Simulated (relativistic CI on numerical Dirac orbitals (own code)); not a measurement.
# A ladder of approximations for the levels of Sr

Calculated with a relativistic CI code on KLI orbitals (one set per configuration, finite nucleus), adding one ingredient at a time: step 1, Dirac-Coulomb, each configuration alone; step 2, with Breit and QED terms; step 3, with configuration mixing; step 4, with scaled Slater integrals (0.85); step 5, with a P86 correlation estimate; step 6, tied to the ionisation limit. P86 is a density functional for the correlation energy, evaluated here for each configuration and added to its levels. Step 6 is semi-empirical: configurations made of the next ion and one excited electron move by -597 cm⁻¹, so that their limit matches the tabulated ionisation energy, and those with a non-penetrating f or g electron also take the P86 value of the least penetrating other one.

CI space (outside the closed core [Kr]): 5s², 5s5p, 5s4d, 5s6s, 4d5p, 5s5d, 5p², 4d², 5s6p, 5s7s, 5s4f, 5s7p, 5s6d, 5s5f, 5s7d, 5d².

Computed minus measured energy above the ground level, in cm⁻¹, for 13 of the 27 excited levels that pair in every step (one J of a term; a digit in brackets numbers repeated terms):

| Configuration | Term | J | Measured | Step 1 | Step 2 | Step 3 | Step 4 | Step 5 | Step 6 |
| --- | --- | --- | --- | --- | --- | --- | --- | --- | --- |
| 5s5p | 3P° | 0 | 14318 | -6000 | -6011 | -2291 | -2568 | -1752 | -2338 |
| 5s4d | 3D | 1 | 18159 | -2615 | -2679 | 1676 | 925 | 319 | -278 |
| 5s4d | 1D | 2 | 20150 | 2512 | 2440 | 816 | 422 | 145 | -360 |
| 5s5p | 1P° | 1 | 21698 | 1976 | 1959 | -698 | -1918 | -1155 | -1649 |
| 5s6s | 3S | 1 | 29039 | -6252 | -6267 | -1866 | -2798 | 131 | -466 |
| 5s6s | 1S | 0 | 30592 | -5609 | -5623 | -1794 | -2919 | -86 | -651 |
| 4d5p | 3F° | 2 | 33267 | -4678 | -4767 | -455 | -914 | -883 | -888 |
| 4d5p | 1D° | 2 | 33827 | -4855 | -4959 | -565 | -1050 | -1065 | -1067 |
| 5s5d | 1D | 2 | 34727 | -6113 | -6136 | -2040 | -2992 | -27 | -469 |
| 5s5d | 3D | 1 | 35007 | -6610 | -6634 | -2164 | -3175 | 276 | -320 |
| 5p² | 3P | 0 | 35193 | -4094 | -4127 | -2581 | -2695 | -1749 | -1749 |
| 4d5p | 3D° | 1 | 36264 | -3500 | -3593 | 834 | -248 | -279 | -280 |
| 4d5p | 3P° | 0 | 37292 | -3873 | -3968 | 1195 | -149 | -173 | -216 |

Mean absolute errors in cm⁻¹, over all paired levels and for the configurations:

```tsv
Configuration, levels	Step 1	Step 2	Step 3	Step 4	Step 5	Step 6
all, 27	4517	4569	1532	1654	720	878
5s5p, 4	4998	5005	1904	2428	1626	2188
5s4d, 4	2619	2653	1420	759	237	337
5s6s, 2	5930	5945	1830	2858	109	558
4d5p, 10	4138	4238	807	552	555	570
5s5d, 4	6488	6511	2133	3125	216	355
5p², 3	4105	4141	2606	2719	1785	1786
```

Measured levels: NIST Handbook of Basic Atomic Spectroscopic Data (Sansonetti and Martin, J. Phys. Chem. Ref. Data 34, 1559 (2005)).

The mean absolute error is lowest at step 5 (720 cm⁻¹), and the largest single drop is from step 2 to 3 (4569 to 1532). Mixing lowers the ground level by 4417, with 5p² as its largest admixture; relative to it the configurations that move most are 4d5p by +4601, 5s5d by +4379, 5s6s by +4115. Configurations whose own partners of that kind are not in the list rise by much of that lowering, so a short list can trade one imbalance for another. The P86 estimate moves 5s5d by +3328, 5s6s by +2881, 5p² by +934, and takes the mean absolute error of the excited configurations from 1654 to 720. Step 6 takes that error from 720 to 878; it grows for 5s6s. The shift fits the limit, so it does little for low levels whose errors differ from those near the limit.
